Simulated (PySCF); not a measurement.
## Computed NMR parameters against published values

Mapped SMILES: `[CH3:1][C:2](=[O:3])[NH:4][CH:5]([CH3:6])[CH3:7]`. Each H is labelled by its parent atom.

What is known from experiment: δ 13C C5 40.5; C6/C7 22.3; δ 1H H(C5) 4.01; H(C6)/H(C7) 1.13 ppm (measured; solution, not stated per compound (mostly CDCl3 or CCl4); Pretsch, Buehlmann, Badertscher, Structure Determination of Organic Compounds, 4th ed. (2009)).

[PySCF 2.14: geometry from GFN2-xTB; PBE0/pcSseg-1 with gauge-including orbitals; one averaged value for each set of equivalent atoms; single conformer; relativity neglected; no solvent]

Question: What does the calculation give, and how does it compare?

Answer: 
Reference values: measured (solution, not stated per compound (mostly CDCl3 or CCl4); Pretsch, Buehlmann, Badertscher, Structure Determination of Organic Compounds, 4th ed. (2009)).
```json
{"atoms": "C5", "quantity": "δ 13C", "reference": "40.5", "computed": "41.3", "computed, scaled": "38.1"}
{"atoms": "C6/C7", "quantity": "δ 13C", "reference": "22.3", "computed": "25.9", "computed, scaled": "23.1"}
{"atoms": "H(C5)", "quantity": "δ 1H", "reference": "4.01", "computed": "4.53", "computed, scaled": "4.37"}
{"atoms": "H(C6)/H(C7)", "quantity": "δ 1H", "reference": "1.13", "computed": "1.07", "computed, scaled": "1.10"}
```

Computed shifts are σ(ref) − σ with the named reference compound (TMS for H and C) calculated as an isolated molecule at the same level. The measured values may be among those fitted. Scaled to experiment by linear calibration (H and C: mostly CDCl3 data, vs TMS): 13C (scatter 2.1 ppm rms, 2.3 ppm with the 13 outliers that the fit left out); 1H (scatter 0.17 ppm rms, 0.18 ppm with the 4 outliers that the fit left out). A few per cent of atoms miss by over 2 rms, more outside the fitted compound classes. Hydrogens on heteroatoms aren't scaled, only referred to computed TMS.

Question: How far are the unscaled 13C shifts from the references?

Answer: Mean signed difference +2.20 ppm, mean absolute 2.20 ppm over 2 comparisons; the largest is +3.6 ppm at C6/C7 (methyl carbon).

Question: How far are the unscaled 1H shifts from the references?

Answer: Mean signed difference +0.23 ppm, mean absolute 0.29 ppm over 2 comparisons; the largest is +0.52 ppm at H(C5) (hydrogen on an sp3 CH bonded to N).
